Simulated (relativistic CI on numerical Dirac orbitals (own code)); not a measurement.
## Hyperfine structure of Xe²²⁺, mass number 131

Method of calculation: Dirac-Coulomb-Breit CI, separate exchange-only KLI orbitals for each configuration, model QED (radiative potential, 1s self-energy scaled to tabulated hydrogen-like ionisation energies), unscaled Slater integrals (own radial code, finite nucleus).

Configurations in the expansion (outside the closed core [Ar] 3d10): 4s²4p², 4s4p³, 4s²4p4d, 4p⁴, 4s4p²4d, 4s²4p4f, 4s4p²4f, 4p³4d, 4s4p4d², 4s²4d4f, 4p³4f, 4s²4d², 4s4d³, 4s4d²4f, 4p²4d², 4p4d³, 4p4d²4f, 4s²4f², 4s4d4f², 4s4f³, 4p²4f², 4p4d4f², 4p4f³, 4s4p4d4f. Double excitations out of closed p, d and f shells are left out; levels of such configurations are missing from the list, as are those of other unlisted configurations, and high levels can miss mixing partners.

Nuclear spin I = 3/2, μ = 0.69185 μN, Q = -0.114 b (tables of Stone and Pyykkö). The electronic factors are computed for point nuclear moments, without core polarisation or the Bohr-Weisskopf and QED corrections.

```csv
Level,E (cm⁻¹),A (MHz),B (MHz)
4s²4p² ³P1,112139,-2413,-1630
4s²4p² ¹D2,132721,16050,-1940
4s²4p² ³P2,260618,7575,-1320
4s4p³ ⁵S°2,501920,39930,-1390
4s4p³ ³D°1,579552,-22340,-2840
4s4p³ ³D°2,618227,28520,-3050
4s4p³ ³D°3,652739,35540,232
4s4p³ ³P°1,713138,36410,3010
```

Levels with J = 0, under 50 % of one LS term, or S terms without an open s electron are left out. Small factors come from cancelling terms and can be off by tens of per cent or more.

At this charge energies of transitions that change n are usually good to better than 1 %, and those within a shell (Δn = 0) to a few per cent.

**Question.** Give the hyperfine levels of 4s²4p² ¹D2 relative to its centre of gravity.

**Answer.** With K = F(F + 1) − I(I + 1) − J(J + 1), E = AK/2 + B[¾K(K + 1) − I(I + 1)J(J + 1)]/[2I(2I − 1)J(2J − 1)]: F = 1/2: -73900, F = 3/2: -48140, F = 5/2: -6813, F = 7/2: 47660 MHz.

LS names give the leading component of a level, which can be under half, so a name can repeat, a term be missing and a line seem to break the LS rules.
